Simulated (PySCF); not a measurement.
**C₆ coefficients of unlike pairs at PBE0**

Calculated with PySCF 2.14 from the dipole response of each species, C₆(A,B) = (3/π) ∫ α_A(iu) α_B(iu) du, in atomic units, from isotropic polarisabilities. For ions this is the dispersion term alone; charge-induced terms of lower order in 1/R come first.

```csv
species,configuration,basis,relativity,α (bohr³),C₆ (like pair)
Br,[Ar] 3d10 4s2 4p5 (2P),aug-cc-pwCVDZ-PP with ECP10MDF (6s5p4d1f),core potential,20.00,162.8
Tc³⁺,[Kr] 4d4 (5D),def2-TZVPPD with the def2 core potential (28 electrons) (6s4p3d2f1g),core potential,5.088,23.21
Sb²⁺,[Kr] 4d10 5s2 5p1 (2P),aug-cc-pVQZ-DK3 (9s8p6d3f2g),spin-free X2C,15.84,97.10
N,[He] 2s2 2p3 (4S),dyall-acv3z (15s9p4d2f),spin-free X2C,7.628,25.85
```

Problem. Estimate C₆ for N with Sb²⁺.

Solution. The integral gives 49.97. The combination rule 2 C_A C_B / (C_A α_B/α_A + C_B α_A/α_B) gives 49.98 and the geometric mean 50.10.

No spin-orbit coupling is included.

The other pairs:

```tsv
pair	C₆
Tc³⁺, Br	57.08
Sb²⁺, Br	125.6
N, Br	64.76
N, Tc³⁺	23.23
Sb²⁺, Tc³⁺	44.33
```
